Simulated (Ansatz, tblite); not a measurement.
Cost and result up the ladder for PbBr₂ (the lowest singlet isomer of a short search) (3 atoms). Charge 0, multiplicity 1. Geometry: B3LYP-D4/def2-TZVP.

Cartesian coordinates in Å:
```
Pb 0.572 -0.921 0.277
Br -1.369 0.302 1.572
Br 0.797 0.619 -1.849
```

Ansatz on 4 threads of AMD EPYC 7B13 on a shared host; xTB runs through tblite on one thread. Times are rough, summed over both states, and most runs start from the orbitals of an earlier one. RPA@PBE/def2-TZVP serves as the yardstick here, not as an exact answer. The other state is a quintet at its own geometry, which has other bonds, so the gap mixes isomer and spin.

In the def2 sets Pb takes a core potential; there is no spin–orbit coupling. The xTB rows come from tblite. Correlated methods freeze 22 core orbitals; core or outer-core shells of Pb, Br are correlated, in sets that lack core-valence functions. At PBE0-D4/def2-TZVP a singlet of charge 0 lies 6.74 eV below the quintet, each at its own geometry. The structure comes from a short search, and lower isomers may exist.

Correlated methods converge slowly with the basis.

xTB has no spin-polarisation term.

```json
{"level": "GFN1-xTB", "functions": "22", "wall time": "0.005 s", "quintet − singlet (eV)": "9.22", "difference from RPA@PBE/def2-TZVP (eV)": "3.30"}
{"level": "GFN2-xTB", "functions": "22", "wall time": "0.005 s", "quintet − singlet (eV)": "8.17", "difference from RPA@PBE/def2-TZVP (eV)": "2.25"}
{"level": "PBE0-D4/def2-TZVP", "functions": "146", "wall time": "11 s", "quintet − singlet (eV)": "6.74", "difference from RPA@PBE/def2-TZVP (eV)": "0.82"}
{"level": "MP2/def2-TZVP", "functions": "146", "wall time": "11 s", "quintet − singlet (eV)": "6.72", "difference from RPA@PBE/def2-TZVP (eV)": "0.80"}
{"level": "RPA@PBE/def2-TZVP", "functions": "146", "wall time": "14 s", "quintet − singlet (eV)": "5.92", "difference from RPA@PBE/def2-TZVP (eV)": "0.00"}
```
